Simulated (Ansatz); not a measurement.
Isolated molecules relaxed with PBE0-D4/def2-TZVP in Ansatz; ΔE leaves out vibrations. CCSD(T)/CBS adds triple-zeta CCSD(T) − MP2 to the extrapolated MP2 energy (def2 sets, frozen cores). This one scheme is used for every species. Functionals use def2-TZVPP. B3LYP here is the variant with VWN-RPA as its local correlation; programs differ in this. One conformer a species, not always the lowest.

Consider the ligand exchange at the Si–N bond: `F[SiH2]N([SiH3])[SiH3]` + `C#CNC` → `C#CN(C)[SiH2]F` + `[SiH3]N[SiH3]`.

```
             level  ΔE (kcal/mol)  difference from CCSD(T)/CBS
            PBE-D4            2.3                          0.2
         r2SCAN-D4            2.5                          0.4
           PBE0-D4            2.6                          0.5
          B3LYP-D4            1.9                         -0.2
           ωB97X-V            2.2                          0.1
            B2PLYP            1.3                         -0.8
            r2SCAN            2.4                          0.3
              PBE0            2.1                          0.0
     HF/def2-TZVPP            1.5                         -0.6
    MP2/def2-TZVPP            1.5                         -0.6
SCS-MP2/def2-TZVPP            1.4                         -0.7
CCSD(T)/def2-TZVPP            1.9                         -0.2
     HF/def2-QZVPP            1.5                         -0.6
SCS-MP2/def2-QZVPP            1.5                         -0.6
     MP2/CBS(def2)            1.7                         -0.4
    CCSD/CBS(def2)            2.0                         -0.1
       CCSD(T)/CBS            2.1                            0
```

Largest T1 diagnostic among the species: 0.012.

The D4 term adds +1.0 kcal/mol with B3LYP and +0.5 kcal/mol with PBE0; it sums over pairs of atoms, weighted by their polarisabilities, and B3LYP, whose exchange is more repulsive, gets the larger term.
